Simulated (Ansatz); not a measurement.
This geometry of C$_{3}$H$_{12}$Si$_{3}$ (18 atoms, charge 0, multiplicity 1) is a first-order saddle point.

Method: RHF/STO-3G in Ansatz 0.2.0.

```xyz
18
Properties=species:S:1:pos:R:3
C 2.007 0.845 1.468
Si 1.260 0.432 -0.181
C 0.677 -1.231 -0.558
C -0.450 -0.158 -0.365
Si -1.400 0.302 -1.903
Si -1.523 -0.401 1.130
H 1.658 0.175 2.243
H 1.763 1.856 1.770
H 3.086 0.769 1.429
H 1.806 1.190 -1.252
H 0.724 -2.011 0.188
H 0.786 -1.645 -1.549
H -0.952 1.542 -2.443
H -1.241 -0.691 -2.911
H -2.790 0.434 -1.625
H -0.753 -0.844 2.241
H -2.163 0.819 1.490
H -2.534 -1.372 0.879
```

(1) Which two structures does it join? (They come from a converged band through this point; their orientation in space is the band's.)

(2) How far does it lie above each of them?

## Answers

(1) No bond is made or broken. The dihedral Si6–C4–Si5–H14 goes from -178 to -58°. The two ends are copies of one structure, up to a mirror image or an exchange of like atoms.

First end point:

```xyz
18
Properties=species:S:1:pos:R:3
C 2.068 0.799 1.398
Si 1.279 0.347 -0.221
C 0.593 -1.298 -0.494
C -0.464 -0.151 -0.349
Si -1.390 0.268 -1.902
Si -1.540 -0.235 1.160
H 1.674 0.207 2.213
H 1.905 1.843 1.639
H 3.138 0.637 1.362
H 1.859 1.014 -1.333
H 0.610 -2.035 0.295
H 0.663 -1.774 -1.461
H -1.988 1.555 -1.793
H -0.511 0.277 -3.021
H -2.425 -0.677 -2.156
H -0.798 -0.679 2.291
H -2.083 1.047 1.459
H -2.626 -1.135 0.964
```

Last end point:

```xyz
18
Properties=species:S:1:pos:R:3
C 2.001 0.865 1.456
Si 1.252 0.448 -0.191
C 0.685 -1.223 -0.559
C -0.451 -0.163 -0.360
Si -1.397 0.273 -1.896
Si -1.526 -0.406 1.133
H 1.641 0.208 2.236
H 1.770 1.882 1.749
H 3.080 0.773 1.422
H 1.789 1.213 -1.261
H 0.750 -2.000 0.190
H 0.792 -1.641 -1.549
H -0.515 0.406 -3.006
H -2.361 -0.726 -2.210
H -2.085 1.508 -1.723
H -0.759 -0.855 2.245
H -2.159 0.817 1.495
H -2.544 -1.368 0.880
```

(2) 0.071 eV above the first and 0.071 eV above the second. This is the barrier of this one path; another mechanism may lie lower. Limits of this set-up: minimal basis.

The run took 4.1 min on 1 CPU thread of a shared host.
